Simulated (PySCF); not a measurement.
C7H15NOSi.
SMILES with atom numbers: `[CH2:1]=[CH:2][CH2:3][C@@H:4]1[CH2:5][O:6][Si@@H:7]([NH:8][CH3:9])[CH2:10]1` (hydrogens: H11, H12 on C1; H13 on C2; H14, H15 on C3; H16 on C4; H17, H18 on C5; H19 on Si7; H20 on N8; H21, H22, H23 on C9; H24, H25 on C10)

All values: PBE0/pcSseg-1 (PySCF, non-relativistic), on one gas-phase PBE0-D3(BJ)/def2-SVP geometry that isn't relaxed in the solvent. The solvent is an IEF-PCM continuum (Bondi radii, 1.10 Å for H, scaled by 1.2). Specific hydrogen bonds and non-electrostatic terms are outside this model.

Gas phase at PBE0/pcSseg-1: HOMO -6.80 eV, LUMO 0.29 eV, dipole 1.75 D.

Problem. What does the continuum do to the energy, the frontier levels and the dipole at PBE0/pcSseg-1 in tetrahydrofuran and acetonitrile?

Solution. 
```csv
solvent,ε,E(solvent) − E(gas) (kJ/mol),polarisation term (kJ/mol),distortion of the solute (kJ/mol),HOMO (eV),LUMO (eV),dipole (D)
tetrahydrofuran,7.426,-19.10,-20.91,1.81,-6.76,0.35,2.24
acetonitrile,35.69,-23.23,-25.97,2.74,-6.76,0.35,2.36
```

The first energy column is the sum of the next two and covers electrostatics alone. From tetrahydrofuran to acetonitrile the lowering changes by a factor 1.22, Onsager's factor (ε − 1)/(2ε + 1) by 1.18 and ε itself by 4.8.

Problem. Which radius a makes the point-dipole formula ΔE = −[(ε − 1)/(2ε + 1)]·μ²/a³ give the value in acetonitrile, with the gas-phase dipole?

Solution. μ = 0.688 au and |ΔE| = 0.00885 Eh give a = 1.56 Å; the farthest nucleus lies 5.16 Å from the centroid of the nuclei, so such a sphere wouldn't even hold the nuclei. The formula assumes a rigid point dipole at the centre of a sphere.

Problem. Which Hirshfeld charges (PBE0/pcSseg-1) respond most in acetonitrile (means over atoms taken as equivalent)?

Solution. 
```tsv
atoms	environment	gas (e)	solvent (e)	change
O6	silyl ether oxygen	-0.253	-0.273	-0.020
H20	N–H hydrogen	+0.116	+0.127	+0.011
C1	terminal =CH2 carbon	-0.105	-0.114	-0.009
Si7	oxygen-bound silicon	+0.428	+0.420	-0.008
H16	methine hydrogen	+0.032	+0.038	+0.006
H25	methylene hydrogen	+0.039	+0.043	+0.004
H13	vinylic hydrogen	+0.043	+0.047	+0.004
C5	sp3 carbon bound to oxygen	-0.004	-0.008	-0.004
```

Problem. How do the nuclear quadrupole coupling constants eQVzz/h respond in acetonitrile?

Solution. 
| nucleus | Q (barn) | gas (MHz) | solvent (MHz) | η gas | η solvent |
| --- | --- | --- | --- | --- | --- |
| 17O at O6 | -0.0256 | -10.14 | -9.99 | 0.40 | 0.40 |
| 14N at N8 | 0.02044 | -4.98 | -4.76 | 0.41 | 0.41 |
